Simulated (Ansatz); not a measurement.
Reaction (SMILES): BN (BH2-NH2) → B atom + 4 H atom + N atom
B3LYP-D3(BJ)/def2-TZVP geometries, fixed; electronic energies without zero-point terms.
Largest species:
```
B
N 1 1.3876
H 2 1.0069 1 123.31
H 2 1.0069 3 113.37 1 180.00
H 1 1.1928 2 119.04 3 0.00
H 1 1.1928 5 121.92 2 180.00
```
Charge 0, spin multiplicity 1.

The atomisation energy at CCSD(T) with Ansatz (a program for electronic structure), in kcal/mol, split into its Hartree-Fock and correlation parts. Cores are frozen. Open shells are unrestricted. No added dispersion term, no relativity. Functions are those of the species that has most.

| basis | X | functions | Hartree-Fock | CCSD(T) |
|---|---|---|---|---|
| cc-pVDZ | 2 | 48 | 364.60 | 460.84 |
| cc-pVTZ | 3 | 116 | 373.12 | 487.75 |
| cc-pVQZ | 4 | 230 | 374.25 | 495.27 |

Worked estimate of the basis-set limit from each neighbouring pair, with Hartree-Fock from the larger set and the correlation part extrapolated as X^-3.
Correlation parts: X = 2: 96.24, X = 3: 114.63, X = 4: 121.02.
- (2,3): (27·(114.63) - 8·(96.24))/19 = 122.37; with Hartree-Fock 373.12 the estimate is 495.49 kcal/mol.
- (3,4): (64·(121.02) - 27·(114.63))/37 = 125.68; with Hartree-Fock 374.25 the estimate is 499.93 kcal/mol.
The last two estimates differ by 4.44 kcal/mol; the largest set lies 4.66 from the last. Over the last step Hartree-Fock moves by 1.13 and the correlation part by 6.39.
